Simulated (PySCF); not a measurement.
Relaxation of singlet TeOF4

Method: PBE in PySCF with Te def2-SVP with ECP28, O def2-SVP, F def2-SVP; scalar-relativistic core potentials, no spin–orbit coupling; density-fitted integrals. A (50,194) grid was used.

A start displaced from a saddle point along its imaginary mode, of C2v symmetry, held to at least that symmetry:

```xyz
6
charge 0 multiplicity 1, angstrom
Te    0.0000    0.0000    0.1015
O     0.0000    0.0000    1.9091
F     1.8979    0.0000   -0.3423
F     0.0000    1.7170   -0.8084
F    -1.8979    0.0000   -0.3423
F     0.0000   -1.7170   -0.8084
```

(1) What forces act on the atoms at the start (eV/Å)?

(2) What does it relax to?

(3) How much energy is released, and in how many steps?

Results:

(1) 
```json
{"atom": "Te1", "Fx": "0.00", "Fy": "0.00", "Fz": "-0.49"}
{"atom": "O2", "Fx": "0.00", "Fy": "0.00", "Fz": "0.08"}
{"atom": "F3", "Fx": "-0.39", "Fy": "0.00", "Fz": "0.07"}
{"atom": "F4", "Fx": "0.00", "Fy": "-0.41", "Fz": "0.14"}
{"atom": "F5", "Fx": "0.39", "Fy": "0.00", "Fz": "0.07"}
{"atom": "F6", "Fx": "0.00", "Fy": "0.41", "Fz": "0.14"}
```

(2) It ends at C2v with Te–F 1.919 Å (×2), Te–F 1.933 Å (×2), Te–O 1.814 Å; F–Te–F 84.9° (×4), F–Te–F 105.9°, F–Te–F 163.1°, F–Te–O 98.4° (×2), F–Te–O 127.0° (×2) (after a last refinement on a finer grid). A frequency run shows a minimum. Other isomers or separated fragments may lie lower.

(3) 5.4 kJ/mol in 9 steps.

The relaxation took of the order of 3 core-minutes on a shared host.
